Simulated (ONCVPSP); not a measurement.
# Reading a pseudo-wave (Re (Z = 75))

Columns: radius, all-electron u(r) and pseudo u(r) of the 5d shell (level -33.06 eV) of rhenium in the configuration [Kr] 4d10 4f14 5s2 5p6 5d4; PBE, scalar-relativistic, ONCV scheme, ONCVPSP 4.0.1.

```json
{"r (bohr)": "0.130", "all-electron": "0.2452", "pseudo": "0.0036"}
{"r (bohr)": "0.260", "all-electron": "-0.1975", "pseudo": "0.0273"}
{"r (bohr)": "0.390", "all-electron": "-0.3895", "pseudo": "0.0854"}
{"r (bohr)": "0.520", "all-electron": "-0.2160", "pseudo": "0.1821"}
{"r (bohr)": "0.650", "all-electron": "0.0812", "pseudo": "0.3107"}
{"r (bohr)": "0.780", "all-electron": "0.3616", "pseudo": "0.4554"}
{"r (bohr)": "0.910", "all-electron": "0.5776", "pseudo": "0.5967"}
{"r (bohr)": "1.040", "all-electron": "0.7234", "pseudo": "0.7163"}
{"r (bohr)": "1.170", "all-electron": "0.8083", "pseudo": "0.8018"}
{"r (bohr)": "1.300", "all-electron": "0.8457", "pseudo": "0.8484"}
{"r (bohr)": "1.430", "all-electron": "0.8482", "pseudo": "0.8584"}
{"r (bohr)": "1.560", "all-electron": "0.8263", "pseudo": "0.8388"}
{"r (bohr)": "1.690", "all-electron": "0.7883", "pseudo": "0.7989"}
{"r (bohr)": "1.820", "all-electron": "0.7402", "pseudo": "0.7472"}
{"r (bohr)": "1.950", "all-electron": "0.6864", "pseudo": "0.6900"}
{"r (bohr)": "2.080", "all-electron": "0.6303", "pseudo": "0.6317"}
{"r (bohr)": "2.210", "all-electron": "0.5741", "pseudo": "0.5744"}
{"r (bohr)": "2.340", "all-electron": "0.5193", "pseudo": "0.5193"}
{"r (bohr)": "2.470", "all-electron": "0.4670", "pseudo": "0.4670"}
{"r (bohr)": "2.600", "all-electron": "0.4179", "pseudo": "0.4178"}
{"r (bohr)": "2.730", "all-electron": "0.3723", "pseudo": "0.3723"}
{"r (bohr)": "2.860", "all-electron": "0.3304", "pseudo": "0.3304"}
{"r (bohr)": "2.990", "all-electron": "0.2922", "pseudo": "0.2921"}
{"r (bohr)": "3.120", "all-electron": "0.2576", "pseudo": "0.2575"}
{"r (bohr)": "3.250", "all-electron": "0.2263", "pseudo": "0.2263"}
{"r (bohr)": "3.380", "all-electron": "0.1983", "pseudo": "0.1983"}
```

Q: How many radial nodes do the two functions have?

A: The all-electron 5d function has n − l − 1 = 2; the pseudo-wave has 0, since the states of the same l below it are removed with the core.

Q: At about which radius was the pseudo-wave matched?

A: 2.60 bohr. The columns agree to 0.0005 from 2.21 bohr on; several derivatives are matched, so the curves merge somewhat inside the radius.

Q: Is the pseudo-wave norm-conserving?

A: Yes: the ONCV scheme keeps the norm inside the radius equal to the all-electron one, which fixes the energy derivative of the logarithmic derivative at the level.
